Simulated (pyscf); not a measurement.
GeH₄ (SMILES [GeH4]) + GeH₃• (SMILES [GeH3]) → GeH₃• (SMILES [GeH3]) + GeH₄ (SMILES [GeH4]) (hydrogen abstraction; doublet surface; Ge–H broken, Ge–H formed). PySCF, gas phase, ωB97X-D3(BJ)/def2-SVP geometries. Energies in kJ/mol from the separated reactants.

| level | barrier | reaction energy |
|---|---|---|
| ωB97X-D3(BJ)/def2-TZVP | 21.8 | 0.0 |
| PBE/def2-TZVP | 4.3 | 0.0 |
| B3LYP-D3(BJ)/def2-TZVP | (withheld) | 0.0 |
| M06-2X/def2-TZVP | 28.9 | 0.0 |
| ωB97M-D3(BJ)/def2-TZVP | (withheld) | 0.0 |
| HF/def2-TZVP | 79.7 | 0.0 |

Q: Fill in the missing entries.

A: 
- B3LYP-D3(BJ)/def2-TZVP, barrier: 13.0
- ωB97M-D3(BJ)/def2-TZVP, barrier: 30.7

The functionals in the table span 26.4 kJ/mol in this barrier, from PBE to ωB97M-D3(BJ). One saddle was located; it need not be the lowest between these sides. The angle at the transferred H is 180°. Elements up to Kr have no core potential and no relativistic terms here.
